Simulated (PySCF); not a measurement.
**C₆ coefficients of unlike pairs at UHF**

Calculated with PySCF 2.14 from the dipole response of each species, C₆(A,B) = (3/π) ∫ α_A(iu) α_B(iu) du, in atomic units, from isotropic polarisabilities. For ions this is the dispersion term alone; charge-induced terms of lower order in 1/R come first.

```
species           configuration                                    basis      relativity  α (bohr³)  C₆ (like pair)
   Sc²⁺           [Ar] 3d1 (2D)              aug-cc-pVTZ-DK (8s7p5d3f2g)   spin-free X2C      4.460           13.16
    Kr⁺  [Ar] 3d10 4s2 4p5 (2P)                aug-cc-pVTZ-DK (7s6p4d2f)   spin-free X2C      10.53           64.13
     Rh       [Kr] 4d8 5s1 (4F)  aug-cc-pVDZ-PP with ECP28MDF (5s5p4d2f)  core potential      88.56           780.3
   Te³⁺  [Kr] 4d10 5s2 5p1 (2P)               aug-cc-pVTZ-DK3 (8s7p5d2f)   spin-free X2C      11.37           56.91
```

Problem. Estimate C₆ for Te³⁺ with Kr⁺.

Solution. The integral gives 60.01. The combination rule 2 C_A C_B / (C_A α_B/α_A + C_B α_A/α_B) gives 59.86 and the geometric mean 60.41.

No spin-orbit coupling is included.

The other pairs:

```csv
pair,C₆
"Kr⁺, Sc²⁺",28.62
"Te³⁺, Sc²⁺",26.50
"Rh, Kr⁺",180.3
"Rh, Sc²⁺",77.84
"Te³⁺, Rh",179.9
```
